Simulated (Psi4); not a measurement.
Input file for Psi4: SAPT0/aug-cc-pVDZ on AsH3N2 (a complex), monomers drawn apart or pushed together.

```
memory 8100 MB

molecule dimer {
0 1
N     0.24158190   -0.23289790   -1.00821241
N     0.46009790   -0.69625344   -0.04515045
--
0 1
As   -0.62174236    0.26758602    4.65426732
H     0.86304577   -0.06941491    4.72509741
H    -1.00497491   -1.20064684    4.51029290
H    -0.76648789    0.21827110    6.17225360
units angstrom
symmetry c1
no_reorient
no_com
}

set {
  basis aug-cc-pVDZ
  scf_type df
  freeze_core true
}

energy('sapt0')
```

Program output:

```
[...]
==> Input File <==

--------------------------------------------------------------------------
memory 8100 MB

molecule dimer {
0 1
N     0.24158190   -0.23289790   -1.00821241
N     0.46009790   -0.69625344   -0.04515045
--
0 1
As   -0.62174236    0.26758602    4.65426732
H     0.86304577   -0.06941491    4.72509741
H    -1.00497491   -1.20064684    4.51029290
H    -0.76648789    0.21827110    6.17225360
units angstrom
symmetry c1
no_reorient
no_com
}

set {
  basis aug-cc-pVDZ
  scf_type df
  freeze_core true
}

energy('sapt0')
--------------------------------------------------------------------------


   => Loading Basis Set <=

    Name: AUG-CC-PVDZ
    Role: ORBITAL
    Keyword: BASIS
    atoms 1-2 entry N          line   218 file aug-cc-pvdz.gbs
    atoms 3   entry AS         line  3108 file aug-cc-pvdz.gbs
    atoms 4-6 entry H          line    40 file aug-cc-pvdz.gbs

   => Loading Basis Set <=

    Name: AUG-CC-PVDZ
    Role: ORBITAL
    Keyword: BASIS
    atoms 1-2 entry N          line   218 file aug-cc-pvdz.gbs
    atoms 3   entry AS         line  3108 file aug-cc-pvdz.gbs
    atoms 4-6 entry H          line    40 file aug-cc-pvdz.gbs


  //>>>>>>>>>>>>>>>>>>>>>>>>>>>>>>>>>>>//
  //              Dimer HF             //
  //<<<<<<<<<<<<<<<<<<<<<<<<<<<<<<<<<<<//

   => Libint2 <=

    Primary   basis highest AM E, G, H:  7, 6, 3
    Auxiliary basis highest AM E, G, H:  7, 7, 4
    Onebody   basis highest AM E, G, H:  -, -, -
    Solid Harmonics ordering:            Gaussian


   => Loading Basis Set <=

    Name: AUG-CC-PVDZ
    Role: ORBITAL
    Keyword: BASIS
    atoms 1-2 entry N          line   218 file aug-cc-pvdz.gbs
    atoms 3   entry AS         line  3108 file aug-cc-pvdz.gbs
    atoms 4-6 entry H          line    40 file aug-cc-pvdz.gbs


         ---------------------------------------------------------
                                   SCF
               by Justin Turney, Rob Parrish, Andy Simmonett
                          and Daniel G. A. Smith
                              RHF Reference
                        4 Threads,   7724 MiB Core
         ---------------------------------------------------------

  ==> Geometry <==

    Molecular point group: c1
    Full point group: C1

    Geometry (in Angstrom), charge = 0, multiplicity = 1:

       Center              X                  Y                   Z               Mass
    ------------   -----------------  -----------------  -----------------  -----------------
         N            0.241581900000    -0.232897900000    -1.008212410000    14.003074004430
         N            0.460097900000    -0.696253440000    -0.045150450000    14.003074004430
         AS          -0.621742360000     0.267586020000     4.654267320000    74.921594570000
         H            0.863045770000    -0.069414910000     4.725097410000     1.007825032230
         H           -1.004974910000    -1.200646840000     4.510292900000     1.007825032230
         H           -0.766487890000     0.218271100000     6.172253600000     1.007825032230

  Running in c1 symmetry.

  Rotational constants: A =      1.14682  B =      0.00960  C =      0.00955 [cm^-1]
  Rotational constants: A =  34380.68237  B =    287.82146  C =    286.21646 [MHz]
  Nuclear repulsion =  108.882871353303671

  Charge       = 0
  Multiplicity = 1
  Electrons    = 50
  Nalpha       = 25
  Nbeta        = 25

  ==> Algorithm <==

  SCF Algorithm Type is DF.
  DIIS enabled.
  MOM disabled.
  Fractional occupation disabled.
  Guess Type is SAD.
  Energy threshold   = 1.00e-08
  Density threshold  = 1.00e-08
  Integral threshold = 1.00e-12

  ==> Primary Basis <==

  Basis Set: AUG-CC-PVDZ
    Blend: AUG-CC-PVDZ
    Number of shells: 47
    Number of basis functions: 109
    Number of Cartesian functions: 116
    Spherical Harmonics?: true
    Max angular momentum: 2

   => Loading Basis Set <=

    Name: (AUG-CC-PVDZ AUX)
    Role: JKFIT
    Keyword: DF_BASIS_SCF
    atoms 1-2 entry N          line   212 file aug-cc-pvdz-jkfit.gbs
    atoms 3   entry AS         line  1158 file aug-cc-pvdz-jkfit.gbs
    atoms 4-6 entry H          line    70 file aug-cc-pvdz-jkfit.gbs

  ==> Integral Setup <==

  DFHelper Memory: AOs need 0.042 GiB; user supplied 5.658 GiB.
  SCF_SUBTYPE=INCORE selected. In-core MEM_DF algorithm will be used.
  Using in-core AOs.

  ==> MemDFJK: Density-Fitted J/K Matrices <==

    J tasked:                   Yes
    K tasked:                   Yes
    wK tasked:                   No
    OpenMP threads:               4
    Algorithm:                 Core
    Schwarz Cutoff:           1E-12
    Mask sparsity (%):       7.1543
    Fitting Condition:        1E-10

   => Auxiliary Basis Set <=

  Basis Set: (AUG-CC-PVDZ AUX)
    Blend: AUG-CC-PVDZ-JKFIT
    Number of shells: 144
    Number of basis functions: 462
    Number of Cartesian functions: 546
    Spherical Harmonics?: true
    Max angular momentum: 3

  Minimum eigenvalue in the overlap matrix is 1.4680425705E-04.
  
[...]
      97A      3.545314    98A      3.557610    99A      3.561422
     100A      3.744638   101A      4.114816   102A      4.115617
     103A      4.136835   104A      4.448723   105A      5.072825
     106A      5.074880   107A      7.451111   108A     24.980382
     109A     25.567901

    Final Occupation by Irrep:
              A
    DOCC [    18 ]
    NA   [    18 ]
    NB   [    18 ]

  @DF-RHF Final Energy: -2235.32082028430023

   => Energetics <=

    Nuclear Repulsion Energy =             35.0824618354221442
    One-Electron Energy =               -3184.9957167139605190
    Two-Electron Energy =                 914.5924345942378295
    Total Energy =                      -2235.3208202843006802

Computation Completed


Properties will be evaluated at   0.000000,   0.000000,   0.000000 [a0]

Properties computed using the SCF density matrix


 Multipole Moments:

 ------------------------------------------------------------------------------------
     Multipole            Electronic (a.u.)      Nuclear  (a.u.)        Total (a.u.)
 ------------------------------------------------------------------------------------

 L = 1.  Multiply by 2.5417464519 to convert [e a0] to [Debye]
 Dipole X            :         40.5482265          -40.4891112            0.0591154
 Dipole Y            :        -14.8137272           14.6993254           -0.1144018
 Dipole Z            :       -319.2721307          319.3608154            0.0886847
 Magnitude           :                                                    0.1563566

 ------------------------------------------------------------------------------------

  Constructing Basis Sets for SAPT...

   => Loading Basis Set <=

    Name: (AUG-CC-PVDZ AUX)
    Role: RIFIT
    Keyword: DF_BASIS_SAPT
    atoms 1-2 entry N          line   158 file aug-cc-pvdz-ri.gbs
    atoms 3   entry AS         line   830 file aug-cc-pvdz-ri.gbs
    atoms 4-6 entry H          line    30 file aug-cc-pvdz-ri.gbs

   => Loading Basis Set <=

    Name: (AUG-CC-PVDZ AUX)
    Role: JKFIT
    Keyword: DF_BASIS_ELST
    atoms 1-2 entry N          line   212 file aug-cc-pvdz-jkfit.gbs
    atoms 3   entry AS         line  1158 file aug-cc-pvdz-jkfit.gbs
    atoms 4-6 entry H          line    70 file aug-cc-pvdz-jkfit.gbs


  //>>>>>>>>>>>>>>>>>>>>>>>>>>>>>>>>>>>//
  //               SAPT0               //
  //<<<<<<<<<<<<<<<<<<<<<<<<<<<<<<<<<<<//



        SAPT0
    Ed Hohenstein
     6 June 2009

      Orbital Information
  --------------------------
    NSO        =       109
    NMO        =       109
    NRI        =       343
    NRI (Elst) =       462
    NOCC A     =         7
    NOCC B     =        18
    FOCC A     =         2
    FOCC B     =         9
    NVIR A     =       102
    NVIR B     =        91

    Elst10,r            =    -0.000063489415 [Eh]
    Exch10              =     0.000017988481 [Eh]
    Exch10 (S^2)        =     0.000017988024 [Eh]

    Maxiter = 50
    CPHF R converge = 1.000000E-08

    Iter     Energy [mEh]          dE [mEh]         Residual      Time [s]
       1      -0.00147740       0.001477399     4.977028e-04             0
       2      -0.00140877      -0.000068631     1.066479e-04             0
       3      -0.00158201       0.000173237     2.187780e-05             0
       4      -0.00157904      -0.000002962     6.132557e-06             0
       5      -0.00157632      -0.000002723     1.729766e-06             0
       6      -0.00157722       0.000000899     4.282542e-07             0
       7      -0.00157717      -0.000000049     1.465603e-07             0
       8      -0.00157714      -0.000000028     3.536449e-08             0
       9      -0.00157715       0.000000011     1.307341e-08             0
      10      -0.00157715      -0.000000003     5.547010e-09             0

    CHF Iterations converged

    Maxiter = 50
    CPHF R converge = 1.000000E-08

    Iter     Energy [mEh]          dE [mEh]         Residual      Time [s]
       1      -0.00358057       0.003580572     1.813616e-04             0
       2      -0.00406788       0.000487306     3.720681e-05             0
       3      -0.00408975       0.000021870     9.294826e-06             0
       4      -0.00407634      -0.000013406     2.150315e-06             0
       5      -0.00407724       0.000000893     6.987643e-07             0
       6      -0.00407756       0.000000328     1.296780e-07             0
       7      -0.00407747      -0.000000095     2.505134e-08             0
       8      -0.00407748       0.000000008     5.560839e-09             0

    CHF Iterations converged

    Ind20,r (A<-B)      =    -0.000001577151 [Eh]
    Ind20,r (B<-A)      =    -0.000004077477 [Eh]
    Ind20,r             =    -0.000005654628 [Eh]
    Exch-Ind20,r (A<-B) =     0.000000434170 [Eh]
    Exch-Ind20,r (B<-A) =     0.000003544753 [Eh]
    Exch-Ind20,r        =     0.000003978923 [Eh]
    Disp20              =    -0.000255813511 [Eh]
    Disp20 (SS)         =    -0.000127906756 [Eh]
    Disp20 (OS)         =    -0.000127906756 [Eh]
    Exch-Disp20         =     0.000002229259 [Eh]
    Exch-Disp20 (SS)    =     0.000001482524 [Eh]
    Exch-Disp20 (OS)    =     0.000000746736 [Eh]

    SAPT Results
  --------------------------------------------------------------------------------------------------------
    Electrostatics                 -0.06348941 [mEh]      -0.03984021 [kcal/mol]      -0.16669144 [kJ/mol]
      Elst10,r                     -0.06348941 [mEh]      -0.03984021 [kcal/mol]      -0.16669144 [kJ/mol]

    Exchange                        0.01798848 [mEh]       0.01128794 [kcal/mol]       0.04722875 [kJ/mol]
      Exch10                        0.01798848 [mEh]       0.01128794 [kcal/mol]       0.04722875 [kJ/mol]
      Exch10(S^2)                   0.01798802 [mEh]       0.01128766 [kcal/mol]       0.04722755 [kJ/mol]

    Induction                      -0.00318424 [mEh]      -0.00199814 [kcal/mol]      -0.00836021 [kJ/mol]
      Ind20,r                      -0.00565463 [mEh]      -0.00354833 [kcal/mol]      -0.01484622 [kJ/mol]
      Exch-Ind20,r                  0.00397892 [mEh]       0.00249681 [kcal/mol]       0.01044666 [kJ/mol]
      delta HF,r (2)               -0.00150853 [mEh]      -0.00094662 [kcal/mol]      -0.00396064 [kJ/mol]

    Dispersion                     -0.25358425 [mEh]      -0.15912652 [kcal/mol]      -0.66578536 [kJ/mol]
      Disp20                       -0.25581351 [mEh]      -0.16052540 [kcal/mol]      -0.67163828 [kJ/mol]
      Exch-Disp20                   0.00222926 [mEh]       0.00139888 [kcal/mol]       0.00585292 [kJ/mol]
      Disp20 (SS)                  -0.12790676 [mEh]      -0.08026270 [kcal/mol]      -0.33581914 [kJ/mol]
      Disp20 (OS)                  -0.12790676 [mEh]      -0.08026270 [kcal/mol]      -0.33581914 [kJ/mol]
      Exch-Disp20 (SS)              0.00148252 [mEh]       0.00093030 [kcal/mol]       0.00389236 [kJ/mol]
      Exch-Disp20 (OS)              0.00074674 [mEh]       0.00046858 [kcal/mol]       0.00196055 [kJ/mol]

  Total HF                         -0.04868517 [mEh]      -0.03055040 [kcal/mol]      -0.12782289 [kJ/mol]
  Total SAPT0                      -0.30226942 [mEh]      -0.18967693 [kcal/mol]      -0.79360825 [kJ/mol]

  Special recipe for scaled SAPT0 (see Manual):
    Electrostatics sSAPT0          -0.06348941 [mEh]      -0.03984021 [kcal/mol]      -0.16669144 [kJ/mol]
    Exchange sSAPT0                 0.01798848 [mEh]       0.01128794 [kcal/mol]       0.04722875 [kJ/mol]
    Induction sSAPT0               -0.00318393 [mEh]      -0.00199795 [kcal/mol]      -0.00835941 [kJ/mol]
    Dispersion sSAPT0              -0.25358408 [mEh]      -0.15912641 [kcal/mol]      -0.66578492 [kJ/mol]
  Total sSAPT0                     -0.30226895 [mEh]      -0.18967663 [kcal/mol]      -0.79360701 [kJ/mol]
  --------------------------------------------------------------------------------------------------------



*** Psi4 exiting successfully. Buy a developer a beer!
```

The run finished.

Cost: around 18 core-seconds (rough).
